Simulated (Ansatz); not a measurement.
Frontier orbitals of C$_{7}$H$_{5}$BrO$_{2}$, SMILES `O=C(O)c1cccc(Br)c1`.

```xyz
15

O     1.9839    2.1690   -0.3616
C     0.8383    1.9342   -0.0807
O    -0.0441    2.9026    0.2167
C     0.2466    0.5763   -0.0232
C    -1.0868    0.3623    0.3081
C    -1.5826   -0.9302    0.3455
C    -0.7599   -2.0077    0.0554
C     0.5680   -1.7778   -0.2735
Br    1.6898   -3.2416   -0.6687
C     1.0817   -0.4967   -0.3162
H     0.4388    3.7377    0.1502
H    -1.7259    1.2053    0.5339
H    -2.6203   -1.1063    0.6027
H    -1.1436   -3.0196    0.0833
H     2.1161   -0.3075   -0.5717
```

Total charge 0; spin multiplicity 1. Correlated methods include outer-core shells of Br, which these sets cover unevenly. Scalar relativity is left out up to krypton. All single points use the PBE0-D4/def2-TZVP geometry. It is one conformer, not always the lowest. Basis def2-TZVPP, Ansatz 0.2.0.

```json
{"functional": "PBE", "HOMO (eV)": "-6.32", "LUMO (eV)": "-2.62", "gap (eV)": "3.70"}
{"functional": "B97M-V", "HOMO (eV)": "-6.54", "LUMO (eV)": "-2.41", "gap (eV)": "4.13"}
{"functional": "PBE0", "HOMO (eV)": "-7.37", "LUMO (eV)": "-1.78", "gap (eV)": "5.59"}
{"functional": "CAM-B3LYP", "HOMO (eV)": "-8.56", "LUMO (eV)": "-0.71", "gap (eV)": "7.85"}
{"functional": "ωB97M-V", "HOMO (eV)": "-9.41", "LUMO (eV)": "0.26", "gap (eV)": "9.67"}
```

A quarter of exact exchange (PBE0) shifts PBE's HOMO by −1.05 eV and its LUMO by +0.84 eV; full exchange at long range (ωB97M-V) shifts them by −3.09 and +2.88 eV. The gap opens from 3.70 to 9.67 eV, since occupied levels lose self-interaction and empty ones feel all the electrons. A positive LUMO is unbound and depends on the basis.
